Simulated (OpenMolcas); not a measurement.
Computed levels of 5d⁷ in ions with 75 electrons, in cm-1 above ⁴F_9/2.

```
Program             : OpenMolcas
Method              : SS-CASPT2, IPEA 0.25 Eh, imaginary shift 0.1 Eh
Basis               : ANO-R2
Scalar Hamiltonian  : X2C, finite nucleus
Spin-orbit coupling : state interaction with AMFI integrals over the reference wave functions, term energies averaged over their components
```

Active space for each ion: 7 electrons in 10 orbitals (5d 6d); closed shells correlated by CASPT2: 5s 5p.

```csv
Level,Ir2+,Au4+
⁴F_7/2,7550,11830
⁴P_5/2,13830,19990
²G_9/2,16090,21820
⁴P_1/2,16840,23710
²G_7/2,21690,29850
²H_11/2,21800,28940
²D_5/2(1),24720,34900
²P_1/2,28050,39680
²F_5/2,29320,38480
```

Problem. Estimate ⁴F_7/2, ⁴P_5/2, ²G_9/2 for Pt3+ from its neighbours Ir2+ and Au4+.

Solution. ⁴F_7/2 is fine structure, which grows about as the fourth power of a screened charge, so the fourth roots are averaged: ((7550^0.25 + 11830^0.25) / 2)^4 = 9510. The calculation gives 9580, so the estimate is off by -0.7 %.
⁴P_5/2 is another term, which grows about linearly with the charge: (13830 + 19990) / 2 = 16910. The calculation gives 16900, so the estimate is off by +0.1 %.
²G_9/2 is another term, which grows about linearly with the charge: (16090 + 21820) / 2 = 18955. The calculation gives 18960, so the estimate is off by 0 %.

Mixed levels, with the weight of the term that names them: Ir2+ ²G_9/2 (61 %), Ir2+ ⁴P_1/2 (73 %), Ir2+ ²D_5/2(1) (72 %), Ir2+ ²P_1/2 (73 %), Pt3+ ⁴P_5/2 (74 %), Pt3+ ²G_9/2 (58 %), Pt3+ ⁴P_1/2 (70 %), Pt3+ ²D_5/2(1) (69 %), Pt3+ ²P_1/2 (70 %), Au4+ ⁴P_5/2 (71 %), Au4+ ²G_9/2 (55 %), Au4+ ⁴P_1/2 (67 %), Au4+ ²D_5/2(1) (65 %), Au4+ ²P_1/2 (67 %).

CASPT2 does not keep the components of a term degenerate, so their means are used; among the terms shown or strongly mixed into the levels shown the widest spread is 320 cm-1 (5d⁷ ⁴F, Au4+). Active for correlation alone: 6d; no level in the range computed is led by a configuration that fills it, so any true level of that kind is missing. The CASPT2 spread within a term exceeds the gap to the next term for 5d⁷ ²H and 5d⁷ ²D(1), so the order of their levels is uncertain (holds for Ir2+). Only configurations of the active space appear.

A number in round brackets counts repeated terms of one configuration in the order of the reference energies.
